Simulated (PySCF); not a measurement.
dichloro(silyloxy)silane (Cl2H4OSi2), SMILES [SiH3]O[SiH](Cl)Cl.

Geometry optimised at ωB97X-D3(BJ)/def2-SVP. One conformer was computed; it need not be the lowest.

Method: PySCF with SMD-B3LYP/6-31G*.

Solvation free energies are E(SMD) − E(gas) at the gas-phase geometry, for 1 M in both phases. In vacuum the dipole moment is 1.39 D.

Computed solvation free energies in water, acetone, dichloromethane:
```
solvent          ΔG(solv) (kcal/mol)  its non-electrostatic (CDS) part  dipole (D)
---------------  -------------------  --------------------------------  ----------
water                            1.1                               2.9        1.64
acetone                         -3.4                              -1.9        1.66
dichloromethane                 -3.4                              -2.1        1.63
```
